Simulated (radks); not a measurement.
Effect of the nuclear size on the aluminium ion Al2+, [Ne] 3s1. All-electron calculation, Dirac Kohn-Sham, BLYP, spin-unpolarised, spherical densities, finite nucleus; Fermi nuclear charge, rms radius 3.061 fm. Program: a radial shooting solver on a logarithmic mesh with Libxc functionals. The rms radius is varied about that value; shifts are against it.

rms radius (fm)  total energy shift (eV)  density at nucleus (e/bohr^3)  1s1/2 shift (meV)
2.7304                         -0.000760                           1504             -0.316
2.8682                         -0.000454                           1503             -0.189
3.061                                  0                           1502              0.000
3.2049                          0.000357                           1502              0.149
3.4957                           0.00113                           1500              0.470

Slopes of the eigenvalues against <r^2> in GHz/fm^2, as finite differences over the two radii next to the reference (eigenvalue slopes, not the field-shift constants of lines): 1s1/2 39.9.
